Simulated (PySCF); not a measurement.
CH6BNO. Atoms are numbered in the order given.

```xyz
10

B      0.6059     0.8346     0.0000
H      1.6540     1.4392     0.0000
N      0.6425    -0.5746     0.0000
C     -0.4572    -1.5000     0.0000
H      1.5561    -1.0094     0.0000
H     -0.4622    -2.1519    -0.8913
H     -0.4622    -2.1519     0.8913
H     -1.4169    -0.9603     0.0000
O     -0.5385     1.5786     0.0000
H     -1.3449     1.0543     0.0000
```
Charge 0, spin multiplicity 1.

Coordinates come from a PBE0-D3(BJ)/def2-SVP optimisation. One conformer was computed; it need not be the lowest.

These are PBE/def2-TZVP (PySCF) values and carry that method's errors.

ESP charges are fitted to the potential on shells at 1.4 to 2.0 van der Waals radii. Atomic charges (e):

| atom | Löwdin | ESP fit | Mulliken |
|---|---|---|---|
| B1 | -0.78 | 0.32 | 0.09 |
| H2 | 0.06 | -0.09 | -0.02 |
| N3 | 0.12 | -0.47 | -0.26 |
| C4 | -0.33 | -0.07 | -0.26 |
| H5 | 0.20 | 0.29 | 0.21 |
| H6 | 0.12 | 0.07 | 0.13 |
| H7 | 0.12 | 0.07 | 0.13 |
| H8 | 0.12 | 0.05 | 0.09 |
| O9 | 0.19 | -0.58 | -0.38 |
| H10 | 0.19 | 0.42 | 0.28 |

Computed Mayer and Wiberg (Löwdin basis) orders of the bonds:
```
bond    Mayer  Wiberg
------  -----  ------
B1–H2    0.98    0.89
B1–N3    1.33    1.74
N3–C4    0.95    1.36
N3–H5    0.92    0.83
C4–H6    0.96    0.92
C4–H7    0.96    0.92
C4–H8    0.97    0.90
B1–O9    1.32    2.02
O9–H10   0.89    0.95
```
